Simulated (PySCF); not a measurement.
Compound: GaBr (singlet state).
SMILES: `[Ga][Br]`

Computed with PySCF at wB97X-D/def2-SVPD, non-relativistic, on one gas-phase PBE0-D3(BJ)/def2-SVP geometry that isn't relaxed in the solvent. The solvent is an IEF-PCM continuum (cavity from Bondi-type radii × 1.2), and excitations are vertical TDDFT with non-equilibrium linear response and a frozen core. Only the electrostatic response of the medium enters. Spin–orbit coupling is left out although an atom past zinc is present.

```csv
run,E − E(gas) (kcal/mol),HOMO (eV),HOMO–LUMO gap (eV),dipole (D),lowest singlet (eV),static polarisability (au)
gas,0.00,-9.16,8.92,2.61,4.62,57.3
P,-4.70,-8.86,9.17,3.93,4.80,82.0
Q,-4.08,-8.89,9.14,3.75,4.73,78.0
```

Problem. The runs were made in dichloromethane and methanol. Which run belongs to which solvent?

Solution. P = methanol, Q = dichloromethane. The dielectric constants are 8.93 (dichloromethane), 32.61 (methanol), and the energy falls further as ε rises. The optical constants n² used for the excitations are 2.03, 1.77 in the same order. In this model the ground state sees the solvent through ε alone.

Problem. How constant is the ratio of the lowering to (ε − 1)/(2ε + 1)?

Solution. 
```json
{"solvent": "dichloromethane", "(ε − 1)/(2ε + 1)": "0.420", "E − E(gas) (kcal/mol)": "-4.08", "ratio (kcal/mol)": "-9.7", "polarisation term (kcal/mol)": "-5.10"}
{"solvent": "methanol", "(ε − 1)/(2ε + 1)": "0.477", "E − E(gas) (kcal/mol)": "-4.70", "ratio (kcal/mol)": "-9.8", "polarisation term (kcal/mol)": "-6.06"}
```

The ratio changes by +1.3 % in size from dichloromethane to methanol. The polarisation term is half the interaction of the solute with the induced surface charges.

The pairwise dispersion term of wB97X-D wasn't added to the energies; at a given geometry it leaves orbitals and properties as they are.
